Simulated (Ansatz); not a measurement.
Consider the hydrogenolysis of a Ge–C bond: `[CH3][GeH]([NH2])[CH]=O` + H₂ → `[NH2][GeH2][CH]=O` + CH₄.

Gas-phase electronic energies from Ansatz, PBE0-D4/def2-TZVP geometries. CCSD(T)/CBS is the MP2 limit (def2-TZVPP, def2-QZVPP) plus CCSD(T) − MP2 in def2-TZVPP, frozen cores. This one scheme is used for every species. Functionals use def2-TZVPP. For Ge outer-core shells are correlated without core-valence functions, which leaves a few kJ/mol of doubt a bond. Scalar relativity is left out up to krypton. Each species was taken in one conformer, which may not be the lowest.

(1) Is it downhill or uphill in electronic energy at CCSD(T)/CBS, and by how much? (Best estimate.)

(2) What do these levels give: PBE-D4, ωB97X-V, r2SCAN, MP2/def2-TZVPP, SCS-MP2/def2-TZVPP, MP2/CBS(def2)? (An estimate is asked.)

Largest T1 diagnostic among the species: 0.013.

## Answers

(1) Ansatz gave: Downhill: ΔE = -6.6 kcal/mol.

(2) Computed: PBE-D4 -7.0, ωB97X-V -7.7, r2SCAN -7.6, MP2/def2-TZVPP -5.1, SCS-MP2/def2-TZVPP -6.6, MP2/CBS(def2) -5.1 kcal/mol.

In def2-TZVPP, CCSD(T) changes the Hartree–Fock value by +5.9 kcal/mol (the triples alone add +1.0 kcal/mol) and MP2 by +7.4 kcal/mol. The D4 term adds +2.2 kcal/mol with B3LYP and +1.2 kcal/mol with PBE0; it sums over pairs of atoms, weighted by their polarisabilities, and B3LYP, whose exchange is more repulsive, gets the larger term.

B3LYP here is the variant with VWN-RPA as its local correlation; programs differ in this.
